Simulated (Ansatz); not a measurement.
Compare A (`C=C[SiH2]O`) with its isomer B (`CC(=O)[SiH3]`).

Calculated with Ansatz (gas phase, PBE0-D4/def2-TZVP geometries, no zero-point term in ΔE). CCSD(T)/CBS is the MP2 limit (def2-TZVPP, def2-QZVPP) plus CCSD(T) − MP2 in def2-TZVPP, frozen cores. DFT in def2-TZVPP. One conformer a species, not always the lowest.

A:

```xyz
10

C     0.749   -1.341    0.576
C    -0.071   -0.904   -0.376
Si   -0.722    0.835   -0.426
O    -0.020    1.772    0.735
H     1.072   -0.693    1.386
H     1.129   -2.359    0.595
H    -0.368   -1.600   -1.161
H    -0.483    1.396   -1.786
H    -2.178    0.866   -0.142
H     0.893    2.029    0.599
```

B:

```xyz
10

C    -1.368   -0.507    0.346
C     0.112   -0.410    0.571
O     0.667   -0.991    1.475
Si    1.226    0.667   -0.593
H    -1.563   -0.894   -0.659
H    -1.831   -1.152    1.094
H    -1.812    0.493    0.382
H     1.882    1.699    0.247
H     0.441    1.325   -1.673
H     2.246   -0.230   -1.191
```

(1) Which isomer does CCSD(T)/CBS put lower? Give the gap. (Estimate.)

(2) Give E(B) − E(A) in kJ/mol with CCSD/def2-TZVPP, PBE0-D4, HF/def2-TZVPP, CCSD(T)/def2-TZVPP, r2SCAN-D4, LDA (SPW92), BLYP-D4. (An estimate is asked.)

(3) Does the order hold for the free energy at 298.15 K (harmonic terms from PBE0-D4)? (Best estimate.)

Largest T1 diagnostic: 0.015.

Results:

(1) Computed: A, by 135.3 kJ/mol.

(2) The calculation gave: CCSD/def2-TZVPP 132.3, PBE0-D4 115.8, HF/def2-TZVPP 133.7, CCSD(T)/def2-TZVPP 129.6, r2SCAN-D4 119.2, LDA (SPW92) 109.5, BLYP-D4 110.1. None reverses the order clearly.

(3) Ansatz gave: Yes: G(B) − G(A) = +122.8 kJ/mol, for one conformer each. Modes under 60 cm⁻¹, often nearly free rotors, make the harmonic entropy too high.

Leaving LDA and LC-ωPBE aside and taking each functional with its dispersion term where it has one, the values, not all of them listed here, spread over 32.1 kJ/mol, from revPBE-D4 to BHLYP-D4. LDA lies +6.7 kJ/mol from PBE without D4. From BLYP to BHLYP (50 % exact exchange), in def2-TZVPP and without D4, E(B) − E(A) moves by +22.8 kJ/mol.
